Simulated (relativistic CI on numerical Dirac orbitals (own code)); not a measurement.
**Ta3+: 5d valence photoemission**

Computed with this model: Dirac-Coulomb-Breit CI, orbitals from a KLI potential per configuration, model QED, valence Slater integrals scaled by 0.8, multiplet model of photoemission in the sudden approximation; configurations [Xe] 4f14 5d2 → [Xe] 4f14 5d; 300 K; Lorentzian 0.3 eV and Gaussian 0.5 eV FWHM. Energies are those of the free ion, without screening or charge transfer. The energies are binding energies and can lie tens of eV above those of solids. S is read from ⟨S²⟩ = S(S + 1).

Field parameters in Wybourne normalisation: D4h B²₀ = −7Ds, B⁴₀ = 21(Dq − Dt), B⁴₄ = 21√(5/14) Dq. The field is a parameter set, without covalency.

free ion: ground-state S = 0.96, centroid 34.86 eV. Peaks (eV, height): 34.8 (100).

D4h, 10Dq = 29650, Ds = -1500, Dt = 140 cm⁻¹: ground-state S = 0.99, centroid 36.11 eV. Peaks (eV, height): 36.0 (99), 36.2 (100).

D4h, 10Dq = 29650, Ds = -600, Dt = 140 cm⁻¹: ground-state S = 0.99, centroid 36.06 eV. Peaks (eV, height): 36.0 (100).

D4h, 10Dq = 29650, Ds = 300, Dt = 140 cm⁻¹: ground-state S = 0.98, centroid 36.01 eV. Peaks (eV, height): 36.0 (100).

D4h, 10Dq = 29650, Ds = 1200, Dt = 140 cm⁻¹: ground-state S = 0.99, centroid 36.08 eV. Peaks (eV, height): 36.1 (100).

D4h, 10Dq = 29650, Ds = 2100, Dt = 140 cm⁻¹: ground-state S = 0.99, centroid 36.18 eV. Peaks (eV, height): 36.2 (100).

Strongest unbroadened transitions for D4h, 10Dq = 29650, Ds = 300, Dt = 140 cm⁻¹:

```tsv
Energy (eV)	Relative strength
35.92	18.7
35.93	52.9
35.94	57.8
35.95	58.1
35.96	100.0
35.98	75.1
36.40	4.2
36.42	12.0
36.43	8.4
36.44	12.4
39.60	0.1
39.62	0.4
39.64	0.1
39.84	0.0
39.85	0.3
39.86	0.1
39.87	0.4
```
